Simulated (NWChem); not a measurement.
Molecule: GaBrClF; SMILES [F][Ga]([Cl])[Br]

```xyz
4

Ga    -0.3376     0.4710     0.0000
F     -2.0450     0.8206     0.0000
Cl     1.0147     2.1284     0.0000
Br     0.3537    -1.7003     0.0000
```
Atoms are numbered in this order, from 1.

Level: B3LYP/6-31G* (spherical d) (NWChem), optimised geometry, unscaled harmonic frequencies. This build's default masses of Se (78.918 u) and Br (79.917 u) are each other's, which moves their modes by up to 0.6 %.

| frequency (cm⁻¹) | IR intensity (km/mol) |
|---|---|
| 104 | 3.5 |
| 147 | 17.6 |
| 165 | 18.8 |
| 297 | 20.4 |
| 434 | 84.8 |
| 706 | 70.3 |

```json
{
  "zero_point_energy": "2.6 kcal/mol",
  "thermal correction to the enthalpy at 298.15 K (with zero-point energy)": "6.8 kcal/mol",
  "heat capacity Cv": "15.6 cal/(mol K)",
  "entropy at 298.15 K and 1 atm (symmetry number 1)": "81.7 cal/(mol K)",
  "dipole_moment": "0.86 D"
}
```

Rigid rotor and harmonic oscillator.
